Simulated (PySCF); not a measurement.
**Nuclear quadrupole coupling in `CO[C@H]1C[C@@H]([SiH2]O[SiH3])C1`**

Compound: C5H14O2Si2.
Atom-mapped SMILES: `[CH3:1][O:2][C@H:3]1[CH2:4][C@@H:5]([SiH2:6][O:7][SiH3:8])[CH2:9]1` (hydrogens: H10, H11, H12 on C1; H13 on C3; H14, H15 on C4; H16 on C5; H17, H18 on Si6; H19, H20, H21 on Si8; H22, H23 on C9)

Geometry (GFN2-xTB, Å), atoms numbered from 1 in this order:
```xyz
23
C5H14O2Si2 angstrom
C     -3.9214    0.3246   -0.1943
O     -2.7244    0.5244    0.5120
C     -1.7783   -0.4927    0.3056
C     -1.0149   -0.4882   -1.0344
C      0.3129   -0.5667   -0.2562
Si     1.6791    0.6320   -0.7918
O      2.9850    0.3524    0.1207
Si     4.4350    0.2779    0.8350
C     -0.4577   -0.2538    1.0449
H     -4.5707    1.1635    0.0486
H     -3.7512    0.2966   -1.2770
H     -4.4074   -0.6122    0.1082
H     -2.2283   -1.4731    0.5260
H     -1.1395    0.4584   -1.5575
H     -1.2278   -1.3078   -1.7187
H      0.6750   -1.5968   -0.2361
H      1.2831    2.0211   -0.5612
H      2.0611    0.3925   -2.1860
H      4.2754    0.8914    2.1511
H      4.7665   -1.1432    0.9178
H      5.3838    1.0126   -0.0006
H     -0.3795    0.7854    1.3554
H     -0.2607   -0.8981    1.8986
```

Field gradients from the PBE0/pcSseg-1 density (PySCF, non-relativistic), principal values in atomic units, ordered |Vxx| ≤ |Vyy| ≤ |Vzz|:

```tsv
atom	Vxx	Vyy	Vzz
O2	0.0226	1.9729	-1.9955
O7	-0.5404	-0.6131	1.1535
```

Q: Find the asymmetry η = (Vxx − Vyy)/Vzz and the couplings χ = eQV/h (234.96 MHz × Q in barn × V in au), with Q(17O) = −0.0256 b.

A: 
```csv
atom,environment,nucleus,η,χzz (MHz),χxx (MHz),χyy (MHz)
O2,ether oxygen,17O,0.98,12.00,-0.14,-11.87
O7,siloxane oxygen,17O,0.06,-6.94,3.25,3.69
```

At O2 η is above 0.9: Vyy and Vzz are nearly equal in size and opposite in sign, so a small change could swap them and flip the sign of χzz. The tensor is traceless: Vxx + Vyy + Vzz = 0.

Q: What is Vzz at O2 in SI units (1 au = 9.71736 × 10²¹ V/m²)?

A: -1.9955 au = -19.391 × 10²¹ V/m².

Q: And the gradient at the other heavy atoms, for which no coupling is worked out here?

A: 
| atom | environment | Vzz (au) | η |
| --- | --- | --- | --- |
| C1 | methoxy carbon | 0.363 | 0.10 |
| C3 | sp3 carbon bound to oxygen | 0.334 | 0.15 |
| C4 | four-membered-ring carbon | -0.061 | 0.78 |
| C5 | sp3 carbon bound to silicon | -0.111 | 0.38 |
| Si6 | oxygen-bound silicon | 0.548 | 0.12 |
| Si8 | oxygen-bound silicon | 0.591 | 0.03 |
| C9 | four-membered-ring carbon | -0.086 | 0.65 |

Q: What couplings would deuterons (Q(2H) = 0.00286 b) have in place of the hydrogens, at this geometry?

A: 
```tsv
atom	bonded to	bond length (Å)	Vzz (au)	η	χzz (kHz)
H10	C1	1.088	0.3073	0.06	207
H11	C1	1.096	0.2912	0.08	196
H12	C1	1.098	0.2890	0.08	194
H13	C3	1.101	0.2817	0.08	189
H14	C4	1.089	0.3108	0.03	209
H15	C4	1.089	0.3136	0.00	211
H16	C5	1.092	0.3094	0.00	208
H17	Si6	1.463	0.1601	0.02	108
H18	Si6	1.465	0.1590	0.02	107
H19	Si8	1.461	0.1614	0.02	108
H20	Si8	1.462	0.1609	0.02	108
H21	Si8	1.462	0.1602	0.03	108
H22	C9	1.087	0.3111	0.02	209
H23	C9	1.088	0.3156	0.00	212
```

One conformer (not necessarily the lowest) at the GFN2-xTB geometry, without solvent, vibrations or thermal averaging. GFN2-xTB bond lengths can be off by several hundredths of an ångström, more for odd bonds, and the gradients follow them. The small basis limits the accuracy of the gradients.

The run behind these numbers computed NMR shieldings as well. Time: 1.7 min; peak memory 1.1 GiB. Hardware: an Arm Neoverse N1 with one thread, no GPU (shared host).
